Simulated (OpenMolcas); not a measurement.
**Pd: effect of the basis set**

```
Program             : OpenMolcas 26.06
Method              : SS-CASPT2, IPEA 0.25 Eh, imaginary shift 0.1 Eh (closed shells correlated: 4s 4p)
Active space        : 10 electrons in 6 orbitals (4d 5s)
State averaging     : 2S+1 = 1 even, 20 roots; 2S+1 = 3 even, 15 roots kept (CI in the orbitals of an earlier block)
Spin-orbit coupling : RASSI with atomic mean-field integrals over the reference wave functions, term energies averaged over their components
```

A. ANO-R1 [6s4p3d1f], X2C, finite nucleus; CASPT2 step about 5 core-seconds
B. ANO-RCC-VDZP [6s5p3d1f], DKH2, point nucleus; CASPT2 step roughly 3 core-seconds
C. ANO-R2 [7s5p4d2f1g], X2C, finite nucleus; CASPT2 step of the order of 7 core-seconds

Energies in cm-1 above 4d10 1S0, the measured ground level; measured values from NIST Handbook of Basic Atomic Spectroscopic Data.

```
            Level      A      B      C  Measured
         4d10 1S0    0.0    0.0    0.0       0.0
       4d9 5s 3D3   6500  10100  11430      6564
4d9 5s 3D2 [73 %]   7770  11320  12530      7755
       4d9 5s 3D1  10100  13760  14980     10094
4d9 5s 1D2 [73 %]  12070  15500  16400     11722
      4d8 5s2 3F4  25580  28140  28130     25101
      4d8 5s2 3F3  28570  31180  31090     28214
      4d8 5s2 3F2  30070  32680  32540     29711
      4d8 5s2 3P1  40430  42810  41340          
      4d8 5s2 3P0  41150  43540  42060          
      4d8 5s2 1G4  44520  46770  45510
```

Deviations, from unrounded energies. A percentage is the sum of absolute deviations over the sum of measured energies, with the sign that they share, or ± where signs differ.

```csv
Against measurement,Levels,A,B,C
mean absolute deviation (cm-1),7,230,3400,4000
other configurations (%),7,±1.4,+19.7,+23.4
```

A lies closest to measurement on these levels and C furthest from it. The largest miss of A in the table is 4d8 5s2 3F4, by +470 cm-1. The ranking rests on the paired levels alone, and a cruder setting can come out closer through cancelling errors.

Among A to C the level of the table that moves most is 4d9 5s 3D3, by 4900 cm-1 (lowest in A, highest in C). Moves below CASPT2's spread within the term are not significant.

CASPT2 does not keep the components of a term degenerate, so their means are used; among the terms shown or strongly mixed into the levels shown the widest spread is 830 cm-1 (4d8 5s2 1G, C). Over all roots computed the reference weight is 0.85 to 0.91 in A, 0.82 to 0.89 in B, 0.76 to 0.88 in C; the roots of lowest weight are the least certain, and an intruder state may touch them. Terms from blocks run as CI alone lack orbitals of their own. A single d shell beside an s shell can misplace configurations of different d count against each other. Measured partners are found by configuration, term and J. A level has none where our copy of the source lacks it or the pairing is in doubt (some pairs that miss far off the trend of their configuration count as doubtful), and it then counts in no deviation. Where the source uses jj or jK labels, the order within each J decides. Only configurations of the active space appear. Levels that lie high or do not pair safely by name in every column are left out.

A share in square brackets marks a mixed level and gives the weight of the term that names it, the lowest over the columns.
